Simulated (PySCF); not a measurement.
F²⁺ (fluorine, charge +2) across methods

[He] 2s2 2p2 3d1, one real determinant (an excited configuration). All numbers are calculated (PySCF 2.14, no relativity, point nucleus, in aug-cc-pVTZ with one added diffuse shell each of s, p, d, f type (6s5p4d3f, 62 functions)). The B2PLYP total includes its PT2 part (frozen core); its orbital energies are those of the SCF part.

| method | E (hartree) | mean ε 2s β (eV) | mean ε 2p α (eV) | mean ε 3d α (eV) | Σ⟨r²⟩ (bohr²) | ⟨S²⟩ |
| --- | --- | --- | --- | --- | --- | --- |
| PBE0 | -95.9839 | -80.048 | -68.416 | -13.022 | 14.48 | 3.751 |
| M06 | -96.0272 | -80.387 | -67.989 | -12.993 | 14.54 | 3.751 |
| B2PLYP | -96.0267 | -82.586 | -72.127 | -13.473 | 14.69 | 3.752 |
| CAM-B3LYP | -96.0344 | -81.663 | -69.797 | -13.972 | 14.33 | 3.751 |
| r2SCAN | -96.0175 | -78.002 | -66.432 | -12.332 | 14.64 | 3.752 |
| UHF | -95.84062 | -86.282 | -78.298 | -14.271 | 15.16 | 3.753 |
| LDA | -95.3909 | -77.152 | -64.789 | -12.263 | 14.28 | 3.751 |
| PBE | -95.9767 | -77.416 | -64.917 | -12.481 | 14.32 | 3.751 |

Q: Estimate the same row for HSE06.

A: E (hartree) = -95.9928; mean ε 2s β (eV) = -79.621; mean ε 2p α (eV) = -67.995; mean ε 3d α (eV) = -12.657; Σ⟨r²⟩ (bohr²) = 14.48; ⟨S²⟩ = 3.751.

⟨L²⟩ = 7.99 against 12 for a pure F term, so this real determinant mixes terms. The outer electron is Rydberg-like, and this basis confines it to a smaller radius and binds it less than a complete one would.
